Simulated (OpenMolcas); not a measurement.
## O3+: effect of correlating more closed shells

```json
{"Program": "OpenMolcas", "Basis": "ANO-RCC [8s7p4d3f2g]", "Scalar Hamiltonian": "DKH2, point nucleus", "Active space": "3 electrons in 9 orbitals (RAS2 2s 2p; RAS3 3d, at most 2 electrons)", "State averaging": "2S+1 = 4 odd, 1 root; 2S+1 = 2 odd, 11 roots; 2S+1 = 4 even, 3 roots; 2S+1 = 2 even, 9 roots", "Spin-orbit coupling": "RASSI with atomic mean-field integrals over the reference wave functions, term energies averaged over their components"}
```

Methods on the same reference wave functions:
A. RASSCF
B. MS-RASPT2, IPEA 0.25 Eh, imaginary shift 0.1 Eh (closed shells correlated: none)
C. MS-RASPT2, IPEA 0.25 Eh, imaginary shift 0.1 Eh (closed shells correlated: 1s)

Energies in cm⁻¹ above 2s² 2p ²P°_1/2, the measured ground level; measured values from Moore, Selected Tables of Atomic Spectra, NSRDS-NBS 3, section 10.

| Level | A | B | C | Measured |
| --- | --- | --- | --- | --- |
| 2s² 2p ²P°_1/2 | 0.0 | 0.0 | 0.0 | 0.0 |
| 2s² 2p ²P°_3/2 | 355 | 356 | 356 | 386 |
| 2s 2p² ⁴P_1/2 | 69415 | 71260 | 71050 | 71440 |
| 2s 2p² ⁴P_3/2 | 69542 | 71390 | 71180 | 71570 |
| 2s 2p² ⁴P_5/2 | 69752 | 71600 | 71390 | 71756 |
| 2s 2p² ²D_3/2 | 129207 | 127620 | 127180 | 126950 |
| 2s 2p² ²D_5/2 | 129209 | 127630 | 127180 | 126936 |
| 2s 2p² ²S_1/2 | 170372 | 165150 | 164720 | 164366 |
| 2s 2p² ²P_1/2 | 184241 | 182230 | 180990 | 180481 |
| 2s 2p² ²P_3/2 | 184489 | 182470 | 181240 | 180724 |
| 2p³ ⁴S°_3/2 | 231647 | 232890 | 231360 | 231538 |
| 2p³ ²D°_3/2 | 257950 | 256630 | 255520 | 255185 |
| 2p³ ²D°_5/2 | 257953 | 256640 | 255520 | 255156 |
| 2p³ ²P°_1/2 | 295577 | 291110 | 289940 | 289015 |
| 2p³ ²P°_3/2 | 295593 | 291120 | 289950 | 289024 |

Deviations, from unrounded energies. A percentage is the sum of absolute deviations over the sum of measured energies, with the sign that they share, or ± where signs differ.

```
                  Against measurement  Levels     A     B     C
       mean absolute deviation (cm-1)      14  3100  1000   410
fine structure of the ground term (%)       1  -7.9  -7.7  -7.7
             other configurations (%)      13  ±1.9  ±0.6  ±0.2
```

C lies closest to measurement on these levels and A furthest from it. The largest miss of C in the table is 2p³ ²P°_3/2, by +930 cm-1. The ranking rests on the paired levels alone, and a cruder setting can come out closer through cancelling errors.

Between B and C the level of the table that moves most is 2p³ ⁴S°_3/2, by 1500 cm-1 (lowest in C, highest in B). Moves below CASPT2's spread within the term are not significant.

The lowest spin-free term lies below A's lowest term by 0.016 hartree in B, 0.055 hartree in C.

What an inner shell adds also hangs on whether the basis holds functions to correlate it.

Term energies are means over components that CASPT2 splits; among the terms shown or strongly mixed into the levels shown the widest spread is 14 cm-1 (2p³ ²D°, C). Active for correlation alone: 3d; no level in the range computed is led by a configuration that fills it, so any true level of that kind is missing. Computed and measured levels are paired by configuration, term and J; levels that our copy of the source lacks, or whose pairing is in doubt (as where it misses far off the trend of its configuration), stay unpaired and out of the deviations. Levels of configurations outside the active space are missing.

° marks odd parity.
